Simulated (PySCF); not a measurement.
# Copper: a sound run and one with changed settings

Sound run: Cu [Ar] 3d10 4s1, Cu⁺ [Ar] 3d10. Calculation: PySCF 2.14, in cc-pVTZ-DK (7s6p4d2f1g, 68 functions); the spin-free X2C one-electron Hamiltonian (Gaussian nucleus). In the sound run the correlated levels freeze [Ar]. The sound run starts from symmetry-adapted Hartree-Fock orbitals and uses a fine grid where one is needed.

A second run was set up differently.

| species | method | sound run (hartree) | changed run (hartree) | converged |
| --- | --- | --- | --- | --- |
| Cu | UHF | -1653.14877 | -1653.14877 | yes |
| Cu | r2SCAN | -1654.74349 | -1654.74349 | yes |
| Cu | M06-L | -1654.69266 | -1654.69266 | yes |
| Cu | MP2 | -1653.65629 | -1653.58664 | yes |
| Cu⁺ | UHF | -1652.90716 | -1652.90716 | yes |
| Cu⁺ | r2SCAN | -1654.44269 | -1654.44269 | yes |
| Cu⁺ | M06-L | -1654.40345 | -1654.40345 | yes |
| Cu⁺ | MP2 | -1653.38158 | -1653.32133 | yes |

Ionisation energy of Cu:

| method | sound run (eV) | changed run (eV) |
| --- | --- | --- |
| UHF | 6.574 | 6.574 |
| r2SCAN | 8.185 | 8.185 |
| M06-L | 7.870 | 7.870 |
| MP2 | 7.475 | 7.219 |
| SCS-MP2 | 7.326 | 7.106 |

Q: What was changed?
A. a valence shell is frozen
B. all electrons correlated in a valence basis
C. minimal basis
D. level shift left on

A: D. It used initial guess atom, at most 50 SCF cycles, level shift 0.5 hartree. A level shift leaves the converged SCF energy unchanged but raises the virtual orbital energies, which shrinks MP2 if it is not removed.
